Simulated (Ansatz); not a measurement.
An input meant for dimethylphenylsulfonium 2,4-difluorobenzenesulfonate, `C[S+](C)c1ccccc1.O=S(=O)([O-])c1ccc(F)cc1F` (charge 0, singlet; scaled by 0.92).

```yaml
crystal:
  periodic: [false, false, false]
  atoms:
    - {symbol: C, position_ang: [-0.672145, 5.424761, 1.356479]}
    - {symbol: S, position_ang: [-0.804372, 2.411353, -0.746362]}
    - {symbol: C, position_ang: [0.093861, 3.766853, -4.036661]}
    - {symbol: C, position_ang: [-4.445193, 1.989175, -1.031075]}
    - {symbol: C, position_ang: [-5.406619, -0.269418, 0.407423]}
    - {symbol: C, position_ang: [-8.190732, -0.831269, 0.400153]}
    - {symbol: C, position_ang: [-9.974579, 0.839497, -1.047409]}
    - {symbol: C, position_ang: [-8.988052, 3.086912, -2.485815]}
    - {symbol: C, position_ang: [-6.212068, 3.680516, -2.479471]}
    - {symbol: H, position_ang: [-0.997954, 4.665546, 3.435622]}
    - {symbol: H, position_ang: [1.432389, 6.158718, 1.181881]}
    - {symbol: H, position_ang: [-2.213884, 6.907439, 0.697364]}
    - {symbol: H, position_ang: [2.319587, 3.978820, -3.914851]}
    - {symbol: H, position_ang: [-0.461645, 2.220355, -5.556203]}
    - {symbol: H, position_ang: [-0.904098, 5.722581, -4.470678]}
    - {symbol: H, position_ang: [-3.956961, -1.548691, 1.518960]}
    - {symbol: H, position_ang: [-8.964274, -2.590011, 1.526129]}
    - {symbol: H, position_ang: [-12.156200, 0.390172, -1.059834]}
    - {symbol: H, position_ang: [-10.392011, 4.390876, -3.621837]}
    - {symbol: H, position_ang: [-5.453637, 5.448649, -3.601754]}
    - {symbol: O, position_ang: [1.427658, 0.446991, 4.048613]}
    - {symbol: S, position_ang: [4.230054, 0.836661, 2.908056]}
    - {symbol: O, position_ang: [6.306046, 1.830986, 4.831015]}
    - {symbol: O, position_ang: [4.164812, 2.415009, 0.244781]}
    - {symbol: C, position_ang: [5.335156, -2.526003, 1.916798]}
    - {symbol: C, position_ang: [7.777906, -3.529115, 2.960422]}
    - {symbol: C, position_ang: [8.729401, -6.109122, 2.262718]}
    - {symbol: C, position_ang: [7.183772, -7.684789, 0.486636]}
    - {symbol: F, position_ang: [8.056527, -10.167662, -0.214320]}
    - {symbol: C, position_ang: [4.732830, -6.753624, -0.593832]}
    - {symbol: C, position_ang: [3.842198, -4.171454, 0.145632]}
    - {symbol: F, position_ang: [1.477225, -3.297450, -0.906061]}
    - {symbol: H, position_ang: [8.905951, -2.202888, 4.349234]}
    - {symbol: H, position_ang: [10.639175, -6.914602, 3.069827]}
    - {symbol: H, position_ang: [3.539875, -8.015750, -1.981596]}
basis:
  gaussian: {orbitals: STO-3G, final_grid: {core_spheres: 8, valence_spheres: 7, degree: 23}}
hamiltonian: {xc: {name: wB97X-V}}
output: {forces: true}
```

```sh
$ ansatz run in.yaml --threads 2 --pin off --events-out ev --progress --plain --max-ram 32768MiB --backend cuda --devices 0, --max-vram 18GiB
```

It prints (some lines left out):

```
Functional definition: wB97X-V
1556 factors; integrals over basis functions are off by at most 3.4e-5 eV
607 factors; integrals over basis functions are off by at most 1.4e-6 eV
mean field evaluation 1: about -46666.9310 eV, gradient 1.4e2 eV
mean field evaluation 2: about -41969.9612 eV, gradient 1.3e2 eV
mean field evaluation 4: about -45695.6245 eV, gradient 1.2e2 eV
mean field evaluation 8: about -47068.7055 eV, gradient 1.1e2 eV
mean field evaluation 16: about -47171.1998 eV, gradient 9.9e0 eV
mean field evaluation 32: about -47172.1173 eV, gradient 6.6e-2 eV
mean field evaluation 64: about -47172.1333 eV, gradient 2.2e-5 eV
mean field evaluation 96: about -47172.0998 eV, gradient 3.0e-1 eV
mean field -47172.13334773 eV, -1733.5439261086 hartree, gradient 9.4e-6 eV, S^2 0.000000; 6 other end points of the search recorded, 0 dependent functions left out
reference -47172.13334413 eV, -1733.5439259766 hartree; 86, 86 occupied and 41, 41 virtual orbitals, 1556 factors
Total energy: -47172.13334413 eV, -1733.5439259766 hartree
Atom 0 at    -0.672145     5.424761     1.356479 Å, force     0.533402     1.857313     1.779623 eV/Å
Atom 1 at    -0.804372     2.411353    -0.746362 Å, force    -0.364562     0.291045    -0.028678 eV/Å
Atom 2 at     0.093861     3.766853    -4.036661 Å, force     1.027479     0.966271    -2.730579 eV/Å
Atom 3 at    -4.445193     1.989175    -1.031075 Å, force    -1.211023    -0.322629     0.103105 eV/Å
Atom 4 at    -5.406619    -0.269418     0.407423 Å, force     1.882889    -1.126179     1.084364 eV/Å
Atom 5 at    -8.190732    -0.831269     0.400153 Å, force    -1.210418    -2.179657     1.351744 eV/Å
Atom 6 at    -9.974579     0.839497    -1.047409 Å, force    -2.674613    -0.661974     0.062052 eV/Å
Atom 7 at    -8.988052     3.086912    -2.485815 Å, force    -1.762591     1.664785    -1.440301 eV/Å
Atom 8 at    -6.212068     3.680516    -2.479471 Å, force     0.920316     1.870810    -1.162910 eV/Å
Atom 9 at    -0.997954     4.665546     3.435622 Å, force     0.566942     1.472184    -3.655652 eV/Å
Atom 10 at     1.432389     6.158718     1.181881 Å, force    -3.879764    -1.219969     0.397368 eV/Å
Atom 11 at    -2.213884     6.907439     0.697364 Å, force     2.683944    -2.464780     1.238863 eV/Å
Atom 12 at     2.319587     3.978820    -3.914851 Å, force    -3.867450    -0.333598    -0.295617 eV/Å
Atom 13 at    -0.461645     2.220355    -5.556203 Å, force     0.975240     2.716970     2.570641 eV/Å
Atom 14 at    -0.904098     5.722581    -4.470678 Å, force     1.815096    -3.475065     0.682658 eV/Å
Atom 15 at    -3.956961    -1.548691     1.518960 Å, force    -2.905623     2.652887    -2.288203 eV/Å
Atom 16 at    -8.964274    -2.590011     1.526129 Å, force     1.576002     3.652824    -2.343162 eV/Å
Atom 17 at   -12.156200     0.390172    -1.059834 Å, force     4.510529     0.916344     0.034291 eV/Å
Atom 18 at   -10.392011     4.390876    -3.621837 Å, force     2.909550    -2.702063     2.353890 eV/Å
Atom 19 at    -5.453637     5.448649    -3.601754 Å, force    -1.490675    -3.631259     2.315836 eV/Å
Atom 20 at     1.427658     0.446991     4.048613 Å, force     0.588518     0.055959    -0.237442 eV/Å
Atom 21 at     4.230054     0.836661     2.908056 Å, force    -0.011957     0.228214     0.210262 eV/Å
Atom 22 at     6.306046     1.830986     4.831015 Å, force    -0.512922    -0.278429    -0.486408 eV/Å
Atom 23 at     4.164812     2.415009     0.244781 Å, force     0.014896    -0.281025     0.424246 eV/Å
Atom 24 at     5.335156    -2.526003     1.916798 Å, force     0.738333    -2.022201    -0.552589 eV/Å
Atom 25 at     7.777906    -3.529115     2.960422 Å, force     0.308948     2.422759     1.424348 eV/Å
Atom 26 at     8.729401    -6.109122     2.262718 Å, force     2.152538    -2.023348     0.345700 eV/Å
Atom 27 at     7.183772    -7.684789     0.486636 Å, force     1.218351    -1.213083     0.162511 eV/Å
Atom 28 at     8.056527   -10.167662    -0.214320 Å, force    -0.997922     2.972482     0.868395 eV/Å
Atom 29 at     4.732830    -6.753624    -0.593832 Å, force    -1.666293    -1.050285    -1.583117 eV/Å
Atom 30 at     3.842198    -4.171454     0.145632 Å, force    -0.118832     0.383590     0.116211 eV/Å
Atom 31 at     1.477225    -3.297450    -0.906061 Å, force     2.228834    -0.759779     1.006334 eV/Å
Atom 32 at     8.905951    -2.202888     4.349234 Å, force    -2.420830    -2.578823    -2.844860 eV/Å
Atom 33 at    10.639175    -6.914602     3.069827 Å, force    -3.947086     1.544911    -1.728362 eV/Å
Atom 34 at     3.539875    -8.015750    -1.981596 Å, force     2.390754     2.654797     2.845436 eV/Å
Dipole moment:    -2.421544    -1.306121     0.138121 e Å
```

Problem. Something in this input is off. What?

Solution. The geometry is stretched to more than twice its size. The calculation finished and met its thresholds. The result belongs to that input, not to the species as meant.
